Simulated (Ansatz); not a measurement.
All numbers were calculated with Ansatz.

A structure relaxed at PBE0-D4/def2-TZVP, charge 0, multiplicity 1:

```csv
atom,x (Å),y (Å),z (Å)
F1,-1.5845,0.9454,0.1242
Ga2,-0.2321,-0.1146,0.4266
S3,1.3500,-0.2155,-1.0579
Br4,-0.2556,-1.2927,2.3519
H5,0.7222,0.6774,-1.8447
```

**Question.** Give its formula and SMILES.

**Answer.** BrFGaHS, `[F][Ga]([SH])[Br]`.

**Question.** Point group (tolerance 0.08 Å, 0.16 Å for H)?

**Answer.** Cs.

**Question.** Summarise the bond lengths by kind.

**Answer.** 1 × F–Ga 1.745 Å; 1 × Ga–S 2.172 Å; 1 × Br–Ga 2.257 Å; 1 × H–S 1.346 Å.
